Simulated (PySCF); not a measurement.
# Krypton: a sound run and one with changed settings

Sound run: Kr [Kr], Kr⁺ [Ar] 3d10 4s2 4p5. Calculation: PySCF 2.14, in aug-cc-pVDZ-PP with ECP10MDF (5s4p3d, 32 functions); a scalar-relativistic core potential. The sound run starts from symmetry-adapted Hartree-Fock orbitals and uses a fine grid where one is needed.

Changed run: 14 angular points. This setting is unsound on purpose.

| species | method | sound run (hartree) | changed run (hartree) | converged |
| --- | --- | --- | --- | --- |
| Kr | UHF | -462.18031 | -462.18031 | yes |
| Kr | TPSS | -463.46663 | -463.46663 | yes |
| Kr | M06-2X | -463.73949 | -463.73949 | yes |
| Kr⁺ | UHF | -461.69702 | -461.69702 | yes |
| Kr⁺ | TPSS | -462.94880 | -462.94963 | yes |
| Kr⁺ | M06-2X | -463.22266 | -463.22595 | yes |

Ionisation energy of Kr:

```csv
method,sound run (eV),changed run (eV)
UHF,13.151,13.151
TPSS,14.091,14.068
M06-2X,14.064,13.974
```

A coarse angular grid integrates products of high-l functions wrongly, so density functionals can shift, and the SCF can exploit the error; Hartree-Fock and MP2 need no grid.

For comparison, NIST gives 14.000 eV between the lowest levels.
